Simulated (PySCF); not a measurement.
F₂Hg, SMILES [F][Hg][F]. Atoms are numbered in the order given.

```xyz
3

F      0.0000     0.0000    -1.9351
Hg     0.0000     0.0000     0.0000
F      0.0000     0.0000     1.9351
```
Charge 0, spin multiplicity 1.

The structure is a stationary point at B3LYP-D3(BJ)/def2-TZVP. The def2 effective core potentials stand for the cores of Hg; spin–orbit coupling is left out.

The numbers are results of TDA-PBE/def2-TZVPD run with PySCF 2.14.0, not measurements.

Vertical excitations; the highest root listed may be one member of a degenerate set. The molecule is in vacuum. State labels are in the subgroup D2h.

Computed lowest excited states:
| state | symmetry | energy (eV) | λ (nm) | f | main pairs |
|---|---|---|---|---|---|
| S1 | B3g | 5.00 | 248 | 0.000 | HOMO→LUMO (degenerate set) |
| S2 | B2g | 5.00 | 248 | 0.000 | HOMO−1→LUMO (degenerate set) |
| S3 | B2u | 5.89 | 210 | 0.014 | HOMO−3→LUMO (degenerate set) |
| S4 | B3u | 5.89 | 210 | 0.014 | HOMO−2→LUMO (degenerate set) |
| S5 | Ag | 6.95 | 178 | 0.000 | HOMO−4→LUMO 87 % |
| S6 | B1u | 7.14 | 174 | 0.022 | HOMO→LUMO+1 37 %, HOMO−1→LUMO+2 37 %, HOMO−5→LUMO 27 % |
| S7 | Au | 7.15 | 174 | 0.000 | HOMO−1→LUMO+1 50 %, HOMO→LUMO+2 50 % |
| S8 | Au | 7.19 | 173 | 0.000 | HOMO→LUMO+2, HOMO−1→LUMO+1 (degenerate set) |
| S9 | B1u | 7.19 | 173 | 0.000 | HOMO−1→LUMO+2, HOMO→LUMO+1 (degenerate set) |
| S10 | B1g | 8.06 | 154 | 0.000 | HOMO−2→LUMO+1 50 %, HOMO−3→LUMO+2 50 % |
| T1 | B3g | 4.44 | 279 | 0 | HOMO→LUMO (degenerate set) |
| T2 | B2g | 4.44 | 279 | 0 | HOMO−1→LUMO (degenerate set) |
| T3 | B2u | 5.35 | 232 | 0 | HOMO−3→LUMO (degenerate set) |
| T4 | B3u | 5.35 | 232 | 0 | HOMO−2→LUMO (degenerate set) |
Triplets are in the Tamm–Dancoff approximation.
